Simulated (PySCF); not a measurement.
Ligands exchanged one at a time, Sn OH-C2H5. Isolated molecules, 0 K electronic values unless said otherwise. One relaxed conformer stands for each flexible species; it need not be the lowest. Strings in code marks are SMILES.

All values below come from PBE-D3(BJ)/def2-TZVP // B3LYP-D3(BJ)/def2-SVP run with PySCF. All candidates: neutral, multiplicity 1. Excitations are Tamm–Dancoff values on a coarser integration grid. The basis has no diffuse functions, so Rydberg states are missing or too high.

```
Property                Value
-------------------  --------
LUMO                 -1.21 eV
HOMO                 -6.15 eV
T1 excitation (TDA)   4.69 eV
```

**Question.** Say which member has these values.
A. `C[CH2][Sn]([OH])([OH])[CH2]C`
B. `[OH][Sn]([OH])([OH])[OH]`
C. `C[CH2][Sn]([OH])([OH])[OH]`

**Answer.** A, `C[CH2][Sn]([OH])([OH])[CH2]C`. The others give `[OH][Sn]([OH])([OH])[OH]`: -2.92 eV, -7.36 eV, 4.24 eV; `C[CH2][Sn]([OH])([OH])[OH]`: -1.93 eV, -6.60 eV, 4.42 eV
